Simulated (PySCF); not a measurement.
Computed properties of CHNO, SMILES N=C=O

isocyanic acid (CHNO), SMILES N=C=O. The structure is a stationary point at ωB97X-D3(BJ)/def2-TZVP. Other conformers were not sampled. All values are computed for the isolated molecule unless a solvent is named; none is compared with measurement here.

**Structure.** The optimised structure has Cs symmetry. All 6 harmonic modes at ωB97X-D3(BJ)/def2-TZVP (PySCF) are real, so it is a minimum. With heavy atoms numbered as in [NH:1]=[C:2]=[O:3], the shortest bond between them is C2–O3 at 1.163 Å and the longest N1–C2 at 1.211 Å.

**Vibrations.** The strongest infrared lines (harmonic, unscaled, degenerate partners summed) lie at 2348 cm⁻¹ (811 km/mol, C 72 %, O 16 %, N 10 %), 798 cm⁻¹ (202 km/mol, H 38 %, C 37 %, N 21 %), 3712 cm⁻¹ (170 km/mol, H 92 %). The softest mode is at 568 cm⁻¹ and the zero-point energy is 13.5 kcal/mol.

**Electronic structure.** CAM-B3LYP/def2-TZVPD (PySCF) places the frontier levels at -10.31 and 0.43 eV, a gap of 10.74 eV, and gives a dipole moment of 2.10 D and a mean polarisability of 22.8 bohr³. PBE/def2-TZVPD (PySCF) at the same geometry gives -7.43 and -1.01 eV, so its gap is 4.32 eV narrower. An orbital gap is neither the optical nor the fundamental gap.

**Excitations.** TDA-B3LYP/def2-TZVPD (PySCF) has S1 at 6.58 eV (188 nm, f = 0.002, dark); the most intense of the 10 singlets computed lies at 10.13 eV (f = 0.15). T1 (TDA) is at 6.15 eV, 0.43 eV under S1. No vertical singlet excitation falls in the visible range (under 3.1 eV).

**NMR.** GIAO shifts at PBE0/pcSseg-2 (PySCF) (non-relativistic, atoms alike by connectivity averaged): ¹³C at 141.2 ppm against TMS; ¹H at 2.9 ppm against TMS.
